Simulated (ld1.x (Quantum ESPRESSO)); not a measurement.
# nitrogen: one change to an ultrasoft potential, before and after

```
Element                 : N
Generator               : ld1.x (Quantum ESPRESSO) 7.5
Type                    : ultrasoft
Functional              : PBE
Relativity              : non-relativistic
Frozen core             : [He]
Valence charge          : 5
Reference configuration : 2s2 2p2.5 (charge +0.5)
Partial waves           : 2s (bound): rcut 0.95, rcutus 1.10 bohr; 2s channel at -1.3 Ry: rcut 0.95, rcutus 1.10 bohr; 2p (bound): rcut 1.65, rcutus 2.10 bohr; 2p channel at 0.05 Ry: rcut 1.65, rcutus 2.10 bohr; 3d channel at 0.4 Ry: rcut 1.70, rcutus 2.00 bohr
Local potential         : all-electron potential smoothed inside 1.50 bohr (lloc = -1)
Core correction         : a·sin(br)/r model core inside 0.60 bohr
Augmentation charge     : PSQ, inside the norm-conserving radii
```

Change: functional PW91; added wave 3d channel at 2.65 Ry: rcut 1.70, rcutus 2.00 bohr.

Cutoffs: the cutoffs (Ry, on a coarse ladder) from which the occupation-weighted sum of valence levels, in a spherical-Bessel basis at the reference potential, stays within 10 and 1 mRy of its value at 400 Ry; they do not see the model core or the augmentation charge, which bear on the density cutoff. Errors are all-electron minus pseudo energies relative to the spin-unpolarised reference configuration.

Q: How do hardness, ghosts and transferability respond?

A: The potential gets softer (15 Ry and 25 Ry → 15 Ry and 21 Ry); the errors of the 7 common tests hardly move; neither file shows a bound ghost.

```tsv
quantity	base	changed
cutoff, loose	15 Ry	15 Ry
cutoff, tight	25 Ry	21 Ry
bound ghosts	none	none
error for 2s2 2p3, meV [ΔE -5.10 → -5.13 eV]	+5.5	+5.7
error for 2s2 2p2, meV [ΔE 8.50 → 8.54 eV]	+7.6	+7.8
error for 2s2 2p1, meV [ΔE 37.36 → 37.50 eV]	+73	+72
error for 2s2 2p3.3, meV [ΔE -6.72 → -6.77 eV]	+12	+12
error for 2s2 2p0, meV [ΔE 84.44 → 84.69 eV]	+206	+189
error for 2s0 2p5, meV [ΔE 17.88 → 17.80 eV]	+20	+18
error for 2s1 2p3, meV [ΔE 20.25 → 20.26 eV]	+0.9	+1.0
s: phases at 2.31 bohr within 0.05 rad from the reference energy up to (Ry; the scan ends near 5)	to the end of the scan	to the end of the scan
p: phases at 2.31 bohr within 0.05 rad from the reference energy up to (Ry; the scan ends near 5)	1.6	1.6
d: phases at 2.31 bohr within 0.05 rad from the reference energy up to (Ry; the scan ends near 5)	to the end of the scan	to the end of the scan
lowest overlap eigenvalue by channel	s 0.52, p 0.37, d 0.99	s 0.52, p 0.36, d 0.92
```
